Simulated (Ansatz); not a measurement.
`Cl[SiH2][S][GeH3]` + H₂O → `O[SiH2][S][GeH3]` + HCl  (formal hydrolysis of the Si–Cl bond)

Computed with Ansatz on PBE0-D4/def2-TZVP structures; ΔE is electronic, products minus reactants. CCSD(T)/CBS is the MP2 limit (def2-TZVPP, def2-QZVPP) plus CCSD(T) − MP2 in def2-TZVPP, frozen cores. This one scheme is used for every species. Functionals use def2-TZVPP. B3LYP here is the variant with VWN-RPA as its local correlation; programs differ in this. For Ge outer-core shells are correlated without core-valence functions, which leaves a few kJ/mol of doubt a bond. Scalar relativity is left out up to krypton. One conformer a species, not always the lowest.

`Cl[SiH2][S][GeH3]`:

```xyz
9

Cl   -1.329    3.039    1.013
Si   -0.892    1.072    0.647
S     0.367    0.983   -1.055
Ge    0.966   -1.147   -0.756
H    -2.169    0.358    0.419
H    -0.209    0.513    1.840
H     1.312   -1.690   -2.146
H     2.175   -1.214    0.186
H    -0.221   -1.913   -0.148
```

H₂O:

Z-matrix (Å, degrees):
```
O
H 1 0.960
H 1 0.960 2 105.1
```

`O[SiH2][S][GeH3]`:

Cartesian coordinates in Å:
```
O 1.577 1.678 0.756
Si -0.027 1.374 0.591
S -0.603 -0.544 1.322
Ge -0.517 -1.652 -0.608
H 2.193 1.016 0.437
H -0.440 1.451 -0.837
H -0.705 2.404 1.406
H -0.605 -3.139 -0.243
H -1.689 -1.236 -1.508
H 0.816 -1.352 -1.316
```

HCl:

Cartesian coordinates in Å:
```
Cl 0.540 0.175 0.294
H -0.540 -0.175 -0.294
```

| level | ΔE (kJ/mol) | difference from CCSD(T)/CBS |
| --- | --- | --- |
| PBE-D4 | 3.9 | 2.2 |
| r2SCAN-D4 | -1.4 | -3.1 |
| PBE0-D4 | 4.1 | 2.4 |
| B3LYP-D4 | -3.1 | -4.8 |
| ωB97X-V | -2.2 | -3.9 |
| ωB97M-V | -1.5 | -3.2 |
| B2PLYP | -4.8 | -6.5 |
| PBE | 2.4 | 0.7 |
| r2SCAN | -1.7 | -3.4 |
| PBE0 | 2.8 | 1.1 |
| B3LYP | -5.8 | -7.5 |
| HF/def2-TZVPP | -8.9 | -10.6 |
| MP2/def2-TZVPP | -0.2 | -1.9 |
| SCS-MP2/def2-TZVPP | -3.9 | -5.6 |
| CCSD/def2-TZVPP | -5.5 | -7.2 |
| CCSD(T)/def2-TZVPP | -4.4 | -6.1 |
| HF/def2-QZVPP | -9.1 | -10.8 |
| MP2/def2-QZVPP | 3.3 | 1.6 |
| SCS-MP2/def2-QZVPP | -0.6 | -2.3 |
| HF/CBS(def2) | -9.1 | -10.8 |
| MP2/CBS(def2) | 6.0 | 4.3 |
| CCSD/CBS(def2) | 0.6 | -1.1 |
| CCSD(T)/CBS | 1.7 | 0 |

Largest T1 diagnostic among the species: 0.012.

In def2-TZVPP, CCSD(T) changes the Hartree–Fock value by +4.4 kJ/mol (the triples alone add +1.1 kJ/mol) and MP2 by +8.7 kJ/mol.
